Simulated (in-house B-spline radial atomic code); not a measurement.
Orbital energies and mean radii along the 25-electron series, configuration [Ar] 3d7. The effective charge is n√(-2ε), a non-relativistic measure. Computed with a B-spline radial code for spherical atoms: Dirac-Hartree-Fock, average of the configuration, finite nuclei.

| ion | Z | energy of 3d5/2 (Eh) | mean radius of 3d5/2 (bohr) | energy of 3p1/2 (Eh) | mean radius of 3p1/2 (bohr) | energy of 2p3/2 (Eh) | mean radius of 2p3/2 (bohr) | energy of 2p1/2 (Eh) | mean radius of 2p1/2 (bohr) | effective charge of 3d5/2 |
| --- | --- | --- | --- | --- | --- | --- | --- | --- | --- | --- |
| Co2+ | 27 | -1.3307 | 1.0037 | -3.7803 | 0.81235 | -30.764 | 0.22544 | -31.318 | 0.22239 | 4.8941 |
| Ni3+ | 28 | -2.1345 | 0.88673 | -4.8096 | 0.76425 | -34.384 | 0.21591 | -35.035 | 0.21277 | 6.1984 |
| Cu4+ | 29 | -3.0728 | 0.80007 | -5.9808 | 0.72035 | -38.286 | 0.20714 | -39.049 | 0.2039 | 7.4371 |
| Zn5+ | 30 | -4.1381 | 0.73195 | -7.2843 | 0.68058 | -42.461 | 0.19904 | -43.349 | 0.1957 | 8.6305 |
| Ga6+ | 31 | -5.3257 | 0.67632 | -8.715 | 0.6446 | -46.903 | 0.19153 | -47.931 | 0.1881 | 9.791 |
| Ge7+ | 32 | -6.633 | 0.62967 | -10.27 | 0.612 | -51.608 | 0.18455 | -52.792 | 0.18103 | 10.927 |
| As8+ | 33 | -8.0581 | 0.58977 | -11.948 | 0.58238 | -56.574 | 0.17805 | -57.932 | 0.17443 | 12.043 |
| Se9+ | 34 | -9.5996 | 0.55514 | -13.747 | 0.55538 | -61.799 | 0.17198 | -63.349 | 0.16827 | 13.145 |
| Br10+ | 35 | -11.257 | 0.5247 | -15.668 | 0.53068 | -67.282 | 0.1663 | -69.045 | 0.1625 | 14.234 |
| Kr11+ | 36 | -13.028 | 0.49769 | -17.709 | 0.50801 | -73.021 | 0.16098 | -75.02 | 0.15707 | 15.314 |
| Rb12+ | 37 | -14.914 | 0.47352 | -19.871 | 0.48713 | -79.017 | 0.15597 | -81.274 | 0.15198 | 16.384 |
| Sr13+ | 38 | -16.913 | 0.45173 | -22.153 | 0.46783 | -85.269 | 0.15126 | -87.809 | 0.14717 | 17.448 |
| Zr15+ | 40 | -21.251 | 0.41397 | -27.081 | 0.43334 | -98.538 | 0.14262 | -101.73 | 0.13834 | 19.558 |
| Nb16+ | 41 | -23.59 | 0.39747 | -29.728 | 0.41787 | -105.56 | 0.13865 | -109.11 | 0.13427 | 20.606 |
| Mo17+ | 42 | -26.04 | 0.38229 | -32.496 | 0.40341 | -112.83 | 0.13489 | -116.79 | 0.13042 | 21.65 |
| Tc18+ | 43 | -28.603 | 0.36827 | -35.387 | 0.38987 | -120.36 | 0.13132 | -124.75 | 0.12675 | 22.69 |
| Ru19+ | 44 | -31.278 | 0.35528 | -38.401 | 0.37717 | -128.14 | 0.12793 | -133 | 0.12326 | 23.728 |
| Rh20+ | 45 | -34.065 | 0.34321 | -41.539 | 0.36523 | -136.17 | 0.12471 | -141.55 | 0.11994 | 24.762 |
| Pd21+ | 46 | -36.964 | 0.33195 | -44.801 | 0.35398 | -144.47 | 0.12164 | -150.39 | 0.11677 | 25.794 |

(1) How does the screening of 3d5/2 change?

Answers

(1) Z less the effective charge goes from 22.11 at Z = 27 to 20.21 at Z = 46.
